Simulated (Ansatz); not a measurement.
`C[O][Mg][Cl]` + HBr → `C[O][Mg][Br]` + HCl at 600 K and 1 bar (ligand exchange at a Mg–Cl bond).

Isolated molecules relaxed with PBE0-D4/def2-TZVP in Ansatz; ΔE leaves out vibrations. CCSD(T)/CBS is the MP2 limit (def2-TZVPP, def2-QZVPP) plus CCSD(T) − MP2 in def2-TZVPP, frozen cores. This one scheme is used for every species. For Br, Mg outer-core shells are correlated without core-valence functions, which leaves a few kJ/mol of doubt a bond. Scalar relativity is left out up to krypton. Each species was taken in one conformer, which may not be the lowest.

| species | CCSD(T)/CBS energy (Eh) | H − E (kJ/mol) | S (J/(mol·K)) |
| --- | --- | --- | --- |
| `C[O][Mg][Cl]` | -774.81100 | 158.3 | 386.0 |
| HBr | -2573.91920 | 33.5 | 219.1 |
| `C[O][Mg][Br]` | -2888.35255 | 158.1 | 397.9 |
| HCl | -460.38127 | 35.4 | 207.2 |

H − E and S are ideal-gas, rigid-rotor, harmonic terms from PBE0-D4/def2-TZVP, for one conformer and one mirror image of each species. 1 Eh = 2625.50 kJ/mol, R = 8.31446 J/(mol·K).

Problem. By hand: ΔE, ΔH, ΔS and ΔG.

Solution. ΔE = (-2888.35255) + (-460.38127) − (-774.81100) − (-2573.91920) = -0.00362 Eh = -9.5 kJ/mol. Δ(H − E) = 158.1 + 35.4 − 158.3 − 33.5 = 1.7, so ΔH = -7.8 kJ/mol. ΔS = 397.9 + 207.2 − 386.0 − 219.1 = 0.0 J/(mol·K). ΔG = -7.8 − 600 × (0.0)/1000 = -7.8 kJ/mol.

Problem. By hand: the equilibrium constant, and the temperature at which ΔG would vanish if ΔH and ΔS stayed fixed.

Solution. log₁₀ K = −ΔG/(RT ln 10) = 0.7. With ΔH or ΔS at zero there is no such temperature.

The number of gas molecules stays the same, so ΔS is small and ΔH decides. A doubt of 5 kJ/mol in ΔE shifts log₁₀ K by 0.4 here. Other conformers and mirror images would add mixing entropy, several J/(mol·K) or more a flexible species. These are equilibria of isolated gas molecules and say nothing of rates. Largest T1 diagnostic: 0.010 (customary marks: 0.02 for closed shells, 0.045 for open ones).

ΔS is within the doubt of such terms, so its sign, and with it that verdict, could turn.
